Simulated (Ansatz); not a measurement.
`[NH2][GeH2][NH][GeH2][NH2]` at its PBE0-D4/def2-TZVP geometry, where that method's forces vanish. Charge 0, multiplicity 1.

| atom | x (Å) | y (Å) | z (Å) |
| --- | --- | --- | --- |
| N1 | 0.4814 | -1.0448 | -1.5049 |
| Ge2 | -1.2450 | -0.8846 | -0.8814 |
| N3 | -1.1336 | 0.4562 | 0.3437 |
| Ge4 | 0.2373 | 0.6105 | 1.5662 |
| N5 | 1.8128 | 1.2433 | 0.8687 |
| H6 | 0.7035 | -1.9494 | -1.8967 |
| H7 | 0.7546 | -0.3291 | -2.1645 |
| H8 | -2.3078 | -0.4789 | -1.9286 |
| H9 | -1.5749 | -2.2722 | -0.2896 |
| H10 | -1.9502 | 1.0275 | 0.4899 |
| H11 | 0.5586 | -0.7804 | 2.1372 |
| H12 | -0.2442 | 1.6087 | 2.6325 |
| H13 | 2.1683 | 0.6215 | 0.1528 |
| H14 | 1.7392 | 2.1719 | 0.4747 |

(1) For each bond, give half the difference of the two atoms' forces along it (eV/Å; positive pushes the atoms apart) under PBE-D4, r2SCAN-D4, B3LYP-D4, ωB97M-V in def2-TZVPP. (Estimate.)

Results:

(1) Ansatz gave: 
| bond | length (Å) | PBE-D4 | r2SCAN-D4 | B3LYP-D4 | ωB97M-V |
| --- | --- | --- | --- | --- | --- |
| N1–Ge2 | 1.842 | 0.16 | 0.05 | 0.21 | 0.08 |
| N1–H6 | 1.011 | 0.21 | 0.03 | -0.05 | -0.03 |
| N1–H7 | 1.011 | 0.21 | 0.04 | -0.05 | -0.03 |
| Ge2–N3 | 1.820 | 0.12 | 0.04 | 0.14 | 0.08 |
| Ge2–H8 | 1.546 | -0.02 | -0.07 | -0.10 | -0.12 |
| Ge2–H9 | 1.544 | 0.01 | -0.06 | -0.08 | -0.11 |
| N3–Ge4 | 1.843 | 0.09 | 0.05 | 0.12 | 0.06 |
| N3–H10 | 1.007 | 0.15 | 0.02 | -0.10 | -0.04 |
| Ge4–N5 | 1.836 | 0.15 | 0.05 | 0.19 | 0.06 |
| Ge4–H11 | 1.537 | 0.01 | -0.06 | -0.07 | -0.10 |
| Ge4–H12 | 1.538 | 0.00 | -0.07 | -0.10 | -0.11 |
| N5–H13 | 1.013 | 0.22 | 0.02 | -0.06 | -0.03 |
| N5–H14 | 1.011 | 0.22 | 0.03 | -0.03 | -0.03 |

B3LYP here is the variant with VWN-RPA as its local correlation; programs differ in this.
